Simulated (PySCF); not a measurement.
# A small calculation by hand: entropy of an ideal gas

1,2-dichlorocyclobutene (C₄H₄Cl₂), SMILES ClC1CCC=1Cl.

Coordinates come from a PBE-D3(BJ)/def2-SVP optimisation.

PBE-D3(BJ)/def2-SVP (PySCF) gives the harmonic wavenumbers 146, 188, 230, 347, 491, 520, 535, 804, 894, 916, 993, 1041, 1082, 1105, 1116, 1165, 1228, 1390, 1411, 1648, 2988, 2991, 3048, 3055 cm⁻¹ and the rotational temperatures 0.1471, 0.0850, 0.0547 K. The molar mass is 122.98 g/mol, the symmetry number 2, the spin multiplicity 1.

**Question.** Work out the entropy at 298.15 K and 1 atm in the rigid-rotor, harmonic-oscillator model.

**Answer.** 
Translation (Sackur–Tetrode at 1 atm): S = R[1.5 ln M + 2.5 ln T − 1.16487] = 168.8 J/(mol K).
Rotation: q = (√π/σ) T^1.5/√(θA θB θC) = 174000, S = R[ln q + 3/2] = 112.8 J/(mol K).
Vibration: with u = 1.4388 ν/T, each mode gives R[u/(e^u − 1) − ln(1 − e^−u)]:
```tsv
ν (cm⁻¹)	modes	u	S (J/(mol K))
146	1	0.70	11.40
188	1	0.91	9.40
230	1	1.11	7.86
347	1	1.67	4.94
491	1	2.37	2.85
520	1	2.51	2.55
535	1	2.58	2.41
804	1	3.88	0.85
894	1	4.31	0.60
916	1	4.42	0.55
993	1	4.79	0.40
1041	1	5.02	0.33
1082	1	5.22	0.28
1105	1	5.33	0.26
1116	1	5.39	0.24
1165	1	5.62	0.20
1228	1	5.93	0.15
1390	1	6.71	0.08
1411	1	6.81	0.07
1648	1	7.95	0.03
```
The stiffer modes add less than 0.005 each. Sum 45.5 J/(mol K).
Spin: R ln 1 = 0.0 J/(mol K).
Total 327.0 J/(mol K); the program's own thermochemistry gives 327.0. Translation makes up 52 % and vibration 14 %. Anharmonicity, hindered rotation and orbital degeneracy are left out.
